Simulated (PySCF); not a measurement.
# Bi⁻ (bismuth, charge -1) across methods

[Xe] 4f14 5d10 6s2 6p4, high-spin 3P determinant. All numbers are calculated (PySCF 2.14, scalar relativity through the core potential, in aug-cc-pVDZ-PP with ECP60MDF (5s4p3d, 32 functions)).

| method | E (hartree) | mean ε 6s β (eV) | mean ε 6p α (eV) | mean ε 6p β (eV) | Σ⟨r²⟩ (bohr²) | ⟨S²⟩ |
| --- | --- | --- | --- | --- | --- | --- |
| r2SCAN | -214.7410 | -7.788 | 0.262 | 1.380 | 95.50 | 2.016 |
| PBE | -214.6634 | -7.747 | 0.522 | 1.459 | 97.09 | 2.006 |
| PBEsol | -214.4426 | -7.807 | 0.513 | 1.472 | 96.57 | 2.006 |
| PBE0 | -214.6420 | -8.728 | -0.265 | 0.844 | 95.08 | 2.007 |
| LDA | -214.3591 | -8.117 | 0.432 | 1.325 | 96.77 | 2.004 |
| r2SCAN0 | -214.6884 | -8.817 | -0.482 | 0.773 | 94.45 | 2.015 |
| UHF | -213.58292 | -10.843 | -2.344 | -0.380 | 95.41 | 2.027 |
| wB97X | -214.6692 | -11.284 | -2.007 | -1.001 | 94.66 | 2.005 |
| B3LYP | -214.7166 | -8.688 | -0.033 | 0.881 | 96.40 | 2.006 |

Energies and moments cover only the electrons outside the core potential. Spin-orbit coupling is strong in this species (close to jj coupling), so the high-spin LS determinant is a model state, not a physical level.

The highest occupied level is positive at r2SCAN, PBE, PBEsol, PBE0, LDA, r2SCAN0, B3LYP: only the finite basis holds that electron, which in a density functional comes from self-interaction.
